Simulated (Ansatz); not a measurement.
```yaml
crystal:
  periodic: [false, false, false]
  atoms:
    - {symbol: F, position_ang: [-1.268503, -1.078639, 1.238347]}
    - {symbol: In, position_ang: [-1.568503, -1.128639, 1.188347]}
    - {symbol: Cl, position_ang: [-1.782654, -3.639200, 1.653311]}
    - {symbol: N, position_ang: [-0.013261, -0.006848, 0.010942]}
    - {symbol: Si, position_ang: [1.445971, -0.973854, -0.835579]}
    - {symbol: Si, position_ang: [-0.137491, 1.931433, -0.157666]}
    - {symbol: H, position_ang: [2.922732, -0.467323, -0.254744]}
    - {symbol: H, position_ang: [1.436005, -0.757048, -2.487175]}
    - {symbol: H, position_ang: [1.250157, -2.593276, -0.495272]}
    - {symbol: H, position_ang: [1.164458, 2.417570, -1.078892]}
    - {symbol: H, position_ang: [-0.069632, 2.676521, 1.328311]}
    - {symbol: H, position_ang: [-1.548032, 2.387398, -0.913032]}
basis:
  gaussian: {orbitals: STO-3G}
hamiltonian: {xc: {name: PBE-QIDH}}
output: {forces: true}
```

```sh
$ ansatz run in.yaml --threads 2 --pin off --events-out ev --progress --plain --max-ram 22528MiB --backend cpu
```

It prints (some lines left out):

```
Functional definition: PBE-QIDH
878 factors; integrals over basis functions are off by at most 3.9e-5 eV
mean field evaluation 1: about -183006.9042 eV, gradient 1.9e2 eV
mean field evaluation 2: about -183007.1490 eV, gradient 1.9e2 eV
mean field evaluation 4: about -182893.1024 eV, gradient 1.3e2 eV
mean field evaluation 8: about -183147.8739 eV, gradient 4.2e0 eV
mean field evaluation 16: about -183147.9778 eV, gradient 3.3e-2 eV
a density is far from that of the atoms, so the factors are made again for it
945 factors; integrals over basis functions are off by at most 2.9e-5 eV
mean field evaluation 64: about -183147.9802 eV, gradient 8.0e-3 eV
mean field -183147.98018826 eV, -6730.5641297587 hartree, gradient 9.5e-6 eV, S^2 0.000000; 2 other end points of the search recorded, 0 dependent functions left out; unrestricted orbitals would lower it
35 core orbitals not correlated: weight in the atoms' cores, before any rotation towards them, 0.756 or more for the frozen orbitals, at most 0.230 for the correlated occupied ones
reference -183147.98019693 eV, -6730.5641300773 hartree; 23, 23 occupied and 12, 12 virtual orbitals, 945 factors
second order -9.45755856 eV of doubles, -0.00000000 eV of singles
Total energy: -183151.13271645 eV, -6730.6799830328 hartree
Atom 0 at    -1.268503    -1.078639     1.238347 Å, force 25535.761945  4248.153968  4263.731539 eV/Å
Atom 1 at    -1.568503    -1.128639     1.188347 Å, force -25537.472674 -4249.415149 -4261.503564 eV/Å
Atom 2 at    -1.782654    -3.639200     1.653311 Å, force     0.403762    -0.469244     0.042169 eV/Å
Atom 3 at    -0.013261    -0.006848     0.010942 Å, force     3.182475     2.942561    -3.153365 eV/Å
Atom 4 at     1.445971    -0.973854    -0.835579 Å, force     0.553942     0.047490    -0.604331 eV/Å
Atom 5 at    -0.137491     1.931433    -0.157666 Å, force     0.813117     0.557237    -1.039146 eV/Å
Atom 6 at     2.922732    -0.467323    -0.254744 Å, force    -3.597414    -1.191197    -1.351485 eV/Å
Atom 7 at     1.436005    -0.757048    -2.487175 Å, force     0.027880    -0.559210     3.970668 eV/Å
Atom 8 at     1.250157    -2.593276    -0.495272 Å, force     0.343114     4.034487    -0.732788 eV/Å
Atom 9 at     1.164458     2.417570    -1.078892 Å, force    -3.226016    -0.948410     2.281951 eV/Å
Atom 10 at    -0.069632     2.676521     1.328311 Å, force    -0.177965    -1.966464    -3.517542 eV/Å
Atom 11 at    -1.548032     2.387398    -0.913032 Å, force     3.387833    -1.186070     1.875896 eV/Å
Dipole moment:     0.655794     0.890641    -0.124281 e Å
```

Q: What is wrong with this run?

A: One atom was put on top of another. The run converged. The result belongs to that input, not to the molecule as meant.
